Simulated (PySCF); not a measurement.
Exercise with solution: chemical shift, span and skew from a shielding tensor

C₂H₅BF₂O, SMILES O[C@@H](C)B(F)F. Atoms are numbered in the order given.

```xyz
11

C     -1.6668    -0.2429    -0.7944
C     -0.5314    -0.6007     0.1706
O     -0.8774    -0.3660     1.5234
B      0.7730     0.2087    -0.1699
F      1.2790     0.1459    -1.3953
F      1.4069     0.9611     0.7065
H     -1.9615     0.8118    -0.6732
H     -2.5570    -0.8645    -0.5969
H     -1.3704    -0.4068    -1.8422
H     -0.2708    -1.6732    -0.0002
H     -1.6698    -0.8841     1.7172
```

The structure is a stationary point at r2SCAN-D4/def2-SVP. The structure was generated by enumeration; whether it is a known compound was not checked. Other conformers were not sampled.

GIAO shieldings from B3LYP/pcSseg-1 (PySCF), non-relativistic, no solvent. The symmetric part of the tensor of C1 has the principal values 133.1, 156.5, 179.0 ppm. The same nucleus in TMS has σ = 181.3 ppm at this level (PySCF, at its B3LYP-D3(BJ)/def2-TZVP geometry).

Question: Work out the isotropic shielding, the ¹³C shift against TMS, the span and the skew.

Answer: 
σ(iso) = (σ11 + σ22 + σ33)/3 = 156.2 ppm. δ = σ(ref) − σ(iso) = 181.3 − (156.2) = 25.1 ppm.
Span Ω = σ33 − σ11 = 45.9 ppm. Skew κ = 3(σ(iso) − σ22)/Ω = -0.02. Tumbling in solution averages the tensor to δ; in a static solid the shielding alone would spread this spin-1/2 line over Ω.
